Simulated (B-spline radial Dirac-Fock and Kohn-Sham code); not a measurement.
Calculated with a radial finite-basis atomic code, using independent-particle rates on relativistic LDA orbitals of the hole state (multipoles up to L = 3, Coulomb Auger matrix elements, transition energies from Dirac-Fock). Free neutral atoms.

Question: Order these holes by fluorescence yield, smallest first.
A. Br K (1s)
B. Tl L3 (2p3/2)
C. Rh L3 (2p3/2)
D. I L2 (2p1/2)
E. Ir L3 (2p3/2)

Answer: C (0.0485), D (0.0844), E (0.289), B (0.330), A (0.623).
